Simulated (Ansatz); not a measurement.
Wavefunction ladder for CH₉GeN₃O (`C[O][Ge]([NH2])([NH2])[NH2]`)

```xyz
15

C    -1.211    1.182    1.405
O    -0.891    1.054    0.042
Ge    0.283   -0.178   -0.474
N     1.798    0.098    0.504
N     0.346    0.147   -2.263
N    -0.121   -1.924   -0.133
H    -1.831    2.074    1.527
H    -0.319    1.290    2.032
H    -1.783    0.319    1.773
H     2.242    0.990    0.334
H     2.487   -0.634    0.398
H     0.479   -0.662   -2.851
H    -0.428    0.701   -2.599
H    -0.984   -2.260   -0.534
H    -0.068   -2.197    0.838
```

The species carries charge 0 and has multiplicity 1. Correlated methods include outer-core shells of Ge, which these sets cover unevenly. Scalar relativity is left out up to krypton. The structure was optimised at the PBE0-D4/def2-TZVP level. It is one conformer, not always the lowest. Frozen core, restricted reference, the Gaussian-basis code of Ansatz.

| basis | HF (Eh) | MP2 corr. | CCSD corr. | (T) | CCSD(T) total |
| --- | --- | --- | --- | --- | --- |
| def2-SVP | ? | ? | -1.11330 | ? | ? |
| def2-TZVPP | ? | -1.31465 | – | – | – |
| def2-QZVPP | -2356.94380 | -1.65466 | – | – | – |

Task: Fill in the withheld values. (An estimate is asked.)

Result: The calculation gave: def2-SVP HF (Eh): -2356.27292; def2-SVP MP2 corr.: -1.07087; def2-SVP (T): -0.02968; def2-SVP CCSD(T) total: -2357.41590; def2-TZVPP HF (Eh): -2356.88789.
